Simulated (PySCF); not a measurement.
Species: C7H7FO.
SMILES with atom numbers: `[CH3:1][O:2][c:3]1[cH:4][cH:5][cH:6][cH:7][c:8]1[F:9]` (hydrogens: H10, H11, H12 on C1; H13 on C4; H14 on C5; H15 on C6; H16 on C7)

The calculation used TDDFT wB97X-D/def2-SVPD, vertical, gas phase, core orbitals frozen in the response (PySCF). Geometry: GFN2-xTB, one conformer, isolated molecule. Torsions of this conformer, `[CH3:1][O:2][c:3]1[cH:4][cH:5][cH:6][cH:7][c:8]1[F:9]`: C1–O2–C3–C4 1°.

Broadening: Gaussians 0.3 eV wide at half height, area fixed by f = 4.319×10⁻⁹ ∫ε dν̃. The width is an assumption, not a result. The curve ends short of the highest state used, and states not computed would add to its high-energy end.

λ (nm), ε (L mol⁻¹ cm⁻¹) and a bar:
```
    174.4      73828 #######################
    177.3      94465 ##############################
    180.1      59634 ###################
    182.9      20364 ######
    185.8       3887 #
    188.6        555 
    191.4         86 
    194.2        179 
    197.1        966 
    199.9       2980 #
    202.7       5635 ##
    205.5       6785 ##
    208.4       5307 ##
    211.2       2837 #
    214.0       1067 
    216.9        284 
    219.7        107 
    222.5        222 
    225.3        629 
    228.2       1382 
    231.0       2206 #
    233.8       2690 #
    236.6       2555 #
    239.5       1894 #
    242.3       1139 
    245.1        560 
    247.9        228 
    250.8         75 
    253.6         22 
    256.4          5
```

(1) Where are the band maxima, and which computed states make them?

(2) On this curve, what absorbance would a 10⁻⁴ mol/L sample give at 248 nm over a 1 cm path?

(3) Coming from long wavelengths, where does ε first pass 100 L mol⁻¹ cm⁻¹?

## Answers

(1) 235 nm (5.29 eV), ε about 2700, made up of S1 (100%); 205 nm (6.04 eV), ε about 6800, made up of S2 (100%); 177 nm (7.01 eV), ε about 96000, made up of S4 (53%) and S6 (46%) (ε in L mol⁻¹ cm⁻¹; maxima over ε = 5, shares over 10%). The states used: S1 5.29 eV (f 0.030); S2 6.04 eV (f 0.076); S3 6.77 eV (f 0.0069); S4 6.98 eV (f 0.583); S5 6.99 eV (f 0.0074); S6 7.05 eV (f 0.515); S7 7.48 eV (f 0.031); S8 7.71 eV (f 0.0010).

(2) 248 nm is 4.999 eV, where ε is about 220 L mol⁻¹ cm⁻¹, so A = ε c l ≈ 0.022 (Beer–Lambert, with the gas-phase spectrum and the assumed width).

(3) At about 250 nm (4.96 eV), 0.33 eV below S1.
